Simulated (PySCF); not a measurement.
AlOF, SMILES [O]=[Al][F].

Geometry: B3LYP-D3(BJ)/def2-TZVP.

These are PySCF 2.14.0 with IEF-PCM-B3LYP/def2-SVP values and carry that method's errors.

The values are the electrostatic part of the solvation free energy, E(continuum) − E(gas) at the gas-phase geometry, in a cavity of scaled van der Waals radii (PySCF's table); cavitation and dispersion terms are not included. A continuum can't describe solvent molecules that bind to the metal. In vacuum the orbital gap is 4.58 eV. The dipole moment in vacuum is 2.80 D.

Problem. Estimate the values in water (ε = 78.36), dimethylsulfoxide (ε = 46.83), chloroform (ε = 4.71). (Estimate from the structure and the level; the computed values follow.)

Solution. 
```csv
solvent,ε,ΔG(elec) (kcal/mol),dipole (D),gap (eV)
water,78.36,-15.3,3.78,5.12
dimethylsulfoxide,46.83,-15.0,3.77,5.11
chloroform,4.71,-10.7,3.50,4.95
```
